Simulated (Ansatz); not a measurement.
Molecule: SeF$_{3}$, net charge 1, singlet state. It need not be the lowest isomer of its formula. 
Geometry from a B3LYP-D3(BJ)/def2-TZVP (Ansatz, a program for electronic structure) optimisation:
```
Se
F 1 1.6652
F 1 1.6652 2 97.43
F 1 1.6652 2 97.43 3 -98.54
```
Charge +1, spin multiplicity 1.

Basis-set convergence of Hartree-Fock and CCSD(T) correlation energies (hartree) with Ansatz. Correlated levels leave the core frozen unless marked. Spin-orbit coupling is left out. The frozen core is the preceding noble-gas configuration, with the filled d and f shells of earlier blocks. Non-relativistic.

```json
[
 {"basis": "cc-pVDZ", "functions": "69", "E(HF)": "-2697.71523", "E(corr, CCSD(T))": "-0.71932"},
 {"basis": "cc-pVTZ", "functions": "133", "E(HF)": "?", "E(corr, CCSD(T))": "?"}
]
```

Some entries are withheld; supply them.


- cc-pVTZ, E(HF): -2697.93688
- cc-pVTZ, E(corr, CCSD(T)): -0.94945
